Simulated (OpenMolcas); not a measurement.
Cu2+ with its 6 nearest oxide ions at 2.213 Å, on the Ca site of CaO (a = 4.8105 Å, distance in the model lattice 2.405 Å). The rest of the host is ab initio model potentials to 7.6 Å, with orthogonalisation functions on the cations behind the ligands, and point charges beyond; the distance is set by hand and nothing relaxes. Ligand basis ANO-RCC-VDZP.
```
Cu    0.0000    0.0000    0.0000
O     2.2130    0.0000    0.0000
O     0.0000    2.2130    0.0000
O    -2.2130    0.0000    0.0000
O     0.0000   -2.2130    0.0000
O     0.0000    0.0000    2.2130
O     0.0000    0.0000   -2.2130
```

```json
{"Program": "OpenMolcas 26.06", "Method": "CASSCF", "Basis": "ANO-RCC-VDZP [5s4p2d1f]", "Scalar Hamiltonian": "DKH2, point nucleus", "Active space": "9 electrons in 5 orbitals (3d)", "State averaging": "2S+1 = 2 even, 5 roots", "Spin-orbit coupling": "state interaction with AMFI integrals over the reference wave functions"}
```

**Question.** What is the spin-free ground state (labels of O, the rotations of Oh)?

**Answer.** 2E, 2-fold in its orbital part, 100 % from free-ion D terms; it has the highest spin that d9 allows.

**Question.** Where is the first state of the same spin?

**Answer.** 2T2 at 5320 cm-1 above the ground state.

**Question.** What are the lowest two levels with spin-orbit coupling?

**Answer.** A 4-fold level Γ8, then a 2-fold level Γ7 4676 cm-1 above it. Their leading multiplicities are 2 (100 %) and 2 (100 %).

**Question.** What is χT at 300 K, and how does it compare with the textbook value?

**Answer.** The lowest level has 2S+1 = 2, for which the spin-only value is χT = S(S+1) / 2 = 0.375 cm3 K/mol (g = 2). The computed 0.640 at 300 K differs by +0.265, through orbital momentum, spin-orbit coupling and any other state in reach.

**Question.** Which ligand-field parameters describe the states?

**Answer.** The gap between the two states is 10Dq = 5321 cm-1. 

An orbital doublet at a regular site is open to a Jahn-Teller distortion, which this geometry leaves out. Ligand-to-metal charge-transfer states are missing. With metal d orbitals alone and no dynamic correlation 10Dq can be off by a tenth to a fifth, either way, in oxide and fluoride hosts. No measured value stands beside these numbers; the geometry was set by hand and not optimised.
